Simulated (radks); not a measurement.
Task: The mean radii <r> (bohr) of the occupied orbitals of an atom or ion are listed with their occupations. All-electron calculation, Dirac Kohn-Sham, LDA (Slater exchange, Perdew-Wang correlation), spin-unpolarised, spherical densities, finite nucleus; Fermi nuclear charge, rms radius of each element as measured or else 0.836 A^(1/3) + 0.57 fm. Program: a radial shooting solver on a logarithmic mesh with Libxc functionals.

orbital  occ.      <r>
1s1/2       2  0.08123
2s1/2       2   0.3879
2p1/2       2   0.3481
2p3/2       4   0.3506
3s1/2       2    1.170
3p1/2       2    1.237
3p3/2       1    1.242

Name the element and its charge. Open shells, if any, fill j = l - 1/2 first.

Result: Z = 19, potassium, charge +4: K4+ in [Ne] 3s2 3p3. The 1s radius gives Z: for a bare nucleus <r> = (2 gamma + 1)/(2Z) with gamma = sqrt(1 - (Z/c)^2), 0.07844 bohr for Z = 19, and screening makes it slightly larger (0.08123 here). The occupations add up to 15, and the charge is Z minus that.
